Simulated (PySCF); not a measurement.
# Telling isomers of C$_{5}$H$_{5}$NO apart by NMR

[PySCF 2.14.0 with density-fitted response routines: PBE0/pcSseg-1 with gauge-including orbitals; GFN2-xTB structure; non-relativistic Hamiltonian; a single conformation; rapidly exchanging positions averaged; in vacuum]

Chemical shifts δ = σref − σ; ¹H, ¹³C vs TMS, all at this level. Where no couplings were computed, multiplicities follow the n + 1 count of equivalent neighbours, and m marks all less simple cases (inequivalent or close neighbours, rings, F or P nearby). Shifts are as computed. Against solution values, carbons near 30 ppm lie about +3 ppm off and those near 130 ppm about +5 ppm (rms about the fit 2.1 ppm; single classes can miss by 10 ppm). Of 1328 compounds with measured shifts, 309 miss one by over three times the rms of a fit or turn the order of signals round; such compounds aren't used in these exercises. Signals without a measured value on file couldn't be tested in this way; 1H shifts scatter by 0.2 ppm about their fit, and single ones miss by 0.5 ppm. OH and NH positions are gas-phase values without hydrogen bonding to other molecules.

(1) Tabulate the signals of `C=Cc1cnoc1`, `N#C[C@@H]1CCC1=O`, `O=Cc1ccc[nH]1` and their relative energies.

(2) What is the quickest way to tell C=Cc1cnoc1 from O=Cc1ccc[nH]1?

(3) What is the quickest way to tell C=Cc1cnoc1 from N#C[C@@H]1CCC1=O?

(4) What is the quickest way to tell N#C[C@@H]1CCC1=O from O=Cc1ccc[nH]1?

Results:

(1) 
```tsv
SMILES	carbon types	δC	δH	E rel. (kcal/mol)
C=Cc1cnoc1	1×C 3×CH 1×CH2	162.9, 149.9, 131.3, 127.8, 120.8	8.64 (m, 1H), 8.47 (m, 1H), 6.84 (m, 1H), 6.04 (m, 1H), 5.61 (m, 1H)	47.7
N#C[C@@H]1CCC1=O	2×C 1×CH 2×CH2	202.5, 120.2, 49.5, 46.4, 17.9	3.73 (m, 1H), 3.58 (m, 1H), 3.28 (m, 1H), 2.33 (m, 1H), 2.24 (m, 1H)	28.4
O=Cc1ccc[nH]1	1×C 4×CH	182.6, 137.2, 127.8, 124.7, 116.5	9.82 (s, 1H), 8.91 (br s, 1H), 7.04 (m, 1H), 7.00 (m, 1H), 6.53 (m, 1H)	0.0
```

Energies are electronic energies at PBE0/pcSseg-1 on these geometries, without zero-point or thermal terms, each for the one conformer computed, which needn't be the lowest.

(2) Both give the same number of carbon signals, but DEPT or the intensities differ. The first has a terminal =CH2 carbon at 120.8 ppm, the second an aldehyde carbonyl carbon (CH) at 182.6 ppm. Their most deshielded carbons lie at 162.9 and 182.6 ppm. In the proton spectra the most deshielded non-exchanging signals are 8.64 (m, 1H) and 9.82 (s, 1H).

(3) Both give the same number of carbon signals, but DEPT or the intensities differ. The first has an aromatic CH next to the ring oxygen at 162.9 ppm, the second a ketone carbonyl carbon (C) at 202.5 ppm. In the proton spectra the most deshielded non-exchanging signals are 8.64 (m, 1H) and 3.73 (m, 1H).

(4) Both give the same number of carbon signals, but DEPT or the intensities differ. The first has a ketone carbonyl carbon (C) at 202.5 ppm, the second an aldehyde carbonyl carbon (CH) at 182.6 ppm. In the proton spectra the most deshielded non-exchanging signals are 3.73 (m, 1H) and 9.82 (s, 1H).
